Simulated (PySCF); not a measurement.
Löwdin shares of the frontier orbitals

Species: 4-pyridinecarboxaldehyde, C₆H₅NO.
Atom-mapped SMILES: `[O:1]=[CH:2][c:3]1[cH:4][cH:5][n:6][cH:7][cH:8]1` (hydrogens: H9 on C2; H10 on C4; H11 on C5; H12 on C7; H13 on C8)

Geometry (GFN2-xTB, Å), atoms numbered from 1 in this order:
```xyz
13
C6H5NO angstrom
O      2.8295    0.9719    0.0110
C      2.1363   -0.0079   -0.0538
C      0.6623   -0.0048   -0.0167
C     -0.0621   -1.1926   -0.1010
C     -1.4458   -1.1200   -0.0618
N     -2.1098    0.0173    0.0510
C     -1.4239    1.1449    0.1306
C     -0.0397    1.1947    0.1027
H      2.5756   -1.0210   -0.1505
H      0.4435   -2.1418   -0.1946
H     -2.0556   -2.0117   -0.1244
H     -2.0161    2.0458    0.2209
H      0.5015    2.1256    0.1687
```

Method: TDDFT wB97X-D/def2-SVPD, vertical, gas phase, core orbitals frozen in the response in PySCF 2.14.0, density-fitted response routines.

Frontier orbitals with the atoms that hold most of them (Löwdin shares over 4%, at most four atoms; ? is withheld):

```
orbital  ε (eV)                            atoms
 LUMO+2    2.22  C4 19%, C2 17%, H10 14%, C5 13%
 LUMO+1    0.81   C7 20%, C4 19%, C8 17%, C5 16%
   LUMO   -0.79                                ?
   HOMO       ?                                ?
 HOMO-1   -9.96   C8 23%, C5 20%, C7 20%, C4 19%
 HOMO-2  -10.07    O1 52%, N6 16%, C2 12%, H9 7%
 HOMO-3  -10.61   C3 25%, N6 21%, C4 14%, O1 11%
```

**Question.** Give the leading atoms of the LUMO.

**Answer.** C2 (bonded to C, O and H) 20%; O1 (bonded to C) 19%; C3 (bonded to 3 C) 14%; N6 (bonded to 2 C) 13%. By element: carbon 34% or more, oxygen 19%, nitrogen 13%.

**Question.** Which atoms hold the HOMO, and with what shares?

**Answer.** N6 (bonded to 2 C) 46%; O1 (bonded to C) 11%; C7 (bonded to C, N and H) 9%; C5 (bonded to C, N and H) 9%. By element: nitrogen 46%, carbon 18% or more, oxygen 11%.

**Question.** What is the HOMO energy, and the HOMO–LUMO gap?

**Answer.** ε(HOMO) = -9.73 eV; the gap is 8.94 eV (0.3285 hartree).

**Question.** The HOMO–LUMO gap is 8.94 eV. Where does the response calculation put the lowest singlet, and from which orbitals?

**Answer.** S1 is at 3.75 eV (f = 0.0001), 5.19 eV below the gap, made of HOMO-2→LUMO (57%), HOMO→LUMO (33%). Its leading pair isn't HOMO and LUMO; the energies of that pair differ by 9.29 eV. 

**Question.** One configuration dominates each of S3, S4, S6 and S7. Which, and how do the shares of the two leading atoms of either orbital change from the occupied to the empty one?

**Answer.** 
- S3 (4.95 eV, f 0.056), HOMO-1→LUMO (89%): C8 23% → at most 14%, C5 20% → at most 14%, C2 at most 19% → 20%, O1 at most 19% → 19%
- S4 (5.35 eV, f 0.0000), HOMO→LUMO+1 (87%): N6 46% → at most 17%, O1 11% → at most 17%, C7 9% → 20%, C4 at most 9% → 19%
- S6 (6.87 eV, f 0.0001), HOMO-2→LUMO+1 (85%): O1 52% → at most 17%, N6 16% → at most 17%, C7 at most 8% → 20%, C4 at most 8% → 19%
- S7 (6.91 eV, f 0.520), HOMO-1→LUMO+1 (84%): C8 23% → 17%, C5 20% → 16%, C7 20% → 20%, C4 19% → 19%

Löwdin shares depend on the basis, the more so with diffuse functions.

Time: 38 s. Hardware: an x86-64 server with one thread, no GPU, on a shared host.

One conformer stands for the species.
